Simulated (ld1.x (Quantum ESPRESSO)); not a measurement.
What one change does to a pseudopotential (H (Z = 1), RRKJ)

H (Z = 1), norm-conserving RRKJ (Kleinman–Bylander form), made with ld1.x (Quantum ESPRESSO) 7.5 (PBE, scalar-relativistic). Core none, reference 1s1. Waves: 1s (bound): rc 1.25 bohr; 2p channel at 0.2 Ry: rc 1.30 bohr. Local part: all-electron potential smoothed inside 0.95 bohr (lloc = -1). Core correction: none. rho0 = 0.01.

Change: type TM; local potential the s channel; rho0 0.

Cutoffs: the cutoffs (Ry, on a coarse ladder) from which the occupation-weighted sum of valence levels, in a spherical-Bessel basis at the reference potential, stays within 10 and 1 mRy of its value at 400 Ry; they do not see the model core or the augmentation charge, which bear on the density cutoff. Errors are all-electron minus pseudo energies relative to the spin-unpolarised reference configuration.

**Question.** Predict the effect on cutoff, ghosts and configuration errors.

**Answer.** The potential gets softer (90 Ry and 110 Ry → 21 Ry and 35 Ry); neither file shows a bound ghost. Several settings change at once here, so the effects cannot be laid on one of them.

```tsv
quantity	base	changed
cutoff, loose	90 Ry	21 Ry
cutoff, tight	110 Ry	35 Ry
bound ghosts	none	none
error for 1s0.5, meV [ΔE 4.76 eV]	+9.5	+1.5
s: phases at 1.39 bohr within 0.05 rad from the reference energy up to (Ry; the scan ends near 5)	4.5	to the end of the scan
p: phases at 1.39 bohr within 0.05 rad from the reference energy up to (Ry; the scan ends near 5)	to the end of the scan	to the end of the scan
```
